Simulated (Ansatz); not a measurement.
`[GeH3][SiH2][GeH2][GeH3]` → `[GeH3][SiH2][GeH3]` + `[GeH2]` at 298.15 K and 1 bar (germylene loss).

Isolated molecules relaxed with PBE0-D4/def2-TZVP in Ansatz; ΔE leaves out vibrations. CCSD(T)/CBS is the MP2 limit (def2-TZVPP, def2-QZVPP) plus CCSD(T) − MP2 in def2-TZVPP, frozen cores. For Ge outer-core shells are correlated without core-valence functions, which leaves a few kJ/mol of doubt a bond. Scalar relativity is left out up to krypton. Each species was taken in one conformer, which may not be the lowest.

```tsv
species	CCSD(T)/CBS energy (Eh)	H − E (kJ/mol)	S (J/(mol·K))
`[GeH3][SiH2][GeH2][GeH3]`	-6523.43025	239.9	455.8
`[GeH3][SiH2][GeH3]`	-4446.10285	190.1	373.2
`[GeH2]`	-2077.24753	38.7	220.4
```

H − E and S are ideal-gas, rigid-rotor, harmonic terms from PBE0-D4/def2-TZVP, for one conformer and one mirror image of each species. 1 Eh = 2625.50 kJ/mol, R = 8.31446 J/(mol·K).

Q: By hand: ΔE, ΔH, ΔS and ΔG.

A: ΔE = (-4446.10285) + (-2077.24753) − (-6523.43025) = 0.07987 Eh = 209.7 kJ/mol. Δ(H − E) = 190.1 + 38.7 − 239.9 = -11.1, so ΔH = 198.6 kJ/mol. ΔS = 373.2 + 220.4 − 455.8 = 137.8 J/(mol·K). ΔG = 198.6 − 298.15 × (137.8)/1000 = 157.5 kJ/mol.

Q: By hand: the equilibrium constant, and the temperature at which ΔG would vanish if ΔH and ΔS stayed fixed.

A: log₁₀ K = −ΔG/(RT ln 10) = -27.6. ΔG = 0 at ΔH/ΔS = 1441 K.

The number of gas molecules changes by +1, which sets the sign of ΔS. A doubt of 5 kJ/mol in ΔE shifts log₁₀ K by 0.9 here. Other conformers and mirror images would add mixing entropy, several J/(mol·K) or more a flexible species. Modes under 60 cm⁻¹, often nearly free rotors, make the harmonic entropy too high. These are equilibria of isolated gas molecules and say nothing of rates. Largest T1 diagnostic: 0.012 (customary marks: 0.02 for closed shells, 0.045 for open ones).
